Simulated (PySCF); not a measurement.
**Electron correlation in Lu⁵⁸⁺ (lutetium, charge +58)**

[Ne] 3s2 3p1, 2P determinant. Calculation: PySCF 2.14, in an even-tempered Gaussian basis (17 s from 15 bohr⁻², ratio 2.5; 12 p from 19 bohr⁻², ratio 2.5; 4 d from 74 bohr⁻², ratio 2.7; 4 f from 110 bohr⁻², ratio 2.7); the spin-free X2C one-electron Hamiltonian (Gaussian nucleus). Frozen: 1s2; 11 electrons correlated; the 20 highest virtual orbitals of each spin left out.

| level | correlation energy (mhartree) |
| --- | --- |
| CCSD | -519.22 |
| (T) | -0.48 |
| CCSD(T) | -519.70 |

Diagnostics: T1 = 0.00033, D1 = 0.0014, largest double amplitude 0.035.

Task: Is a single reference adequate?

Result: Yes, within this model without spin-orbit coupling: T1 lies below 0.03 and no double amplitude reaches 0.07.

At this charge the one-electron X2C treatment keeps the bare 1/r₁₂, with no two-electron picture change or Breit term. The effect here is smaller than on the frozen 1s shell; and a scalar Hamiltonian misses the large spin-orbit splitting of the p shells, which matters for ns² → np² pairs.
